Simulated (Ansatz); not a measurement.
Consider the cleavage of the Al–Al bond: `[BH2][AlH][AlH][CH3]` + CH₃SH → `[CH3][AlH][S]C` + `[BH2][AlH2]`.

Program: Ansatz. Geometries: PBE0-D4/def2-TZVP. ΔE: electronic, gas phase. CCSD(T)/CBS is the MP2 limit (def2-TZVPP, def2-QZVPP) plus CCSD(T) − MP2 in def2-TZVPP, frozen cores. This one scheme is used for every species. DFT in def2-TZVPP. Each species was taken in one conformer, which may not be the lowest.

CCSD(T)/CBS gives -109.5 kJ/mol.

Q: Another level gave -112.6 kJ/mol. Which?
A. revPBE/def2-TZVPP
B. PBE0/def2-TZVPP
C. CAM-B3LYP-D4/def2-TZVPP
D. PBE-QIDH/def2-TZVPP

A: C. CAM-B3LYP-D4 -112.6, PBE0 -95.2, PBE-QIDH -106.9, revPBE -86.7 kJ/mol.

Q: What do rigid-rotor, harmonic-oscillator terms from PBE0-D4/def2-TZVP frequencies (298.15 K, 1 bar) make of the CCSD(T)/CBS value? (Estimate.)

A: The calculation gave: ΔZPE = -2.2 kJ/mol, ΔH = -112.8 kJ/mol, ΔS = -19 J/(mol·K), ΔG = -107.1 kJ/mol. Modes under 50 cm⁻¹ make the entropy rough.

Largest T1 diagnostic among the species: 0.013.

From PBE to PBE0 (25 % exact exchange), in def2-TZVPP and without D4, ΔE moves by −5.9 kJ/mol. The D4 term adds −6.2 kJ/mol with B3LYP and −3.3 kJ/mol with PBE0; it sums over pairs of atoms, weighted by their polarisabilities, and B3LYP, whose exchange is more repulsive, gets the larger term. Leaving LDA and LC-ωPBE aside and taking each functional with its dispersion term where it has one, the values, not all of them listed here, spread over 24.8 kJ/mol, from ωB97M-V to PBE-D4. LDA lies −4.6 kJ/mol from PBE without D4.

B3LYP here is the variant with VWN-RPA as its local correlation; programs differ in this.
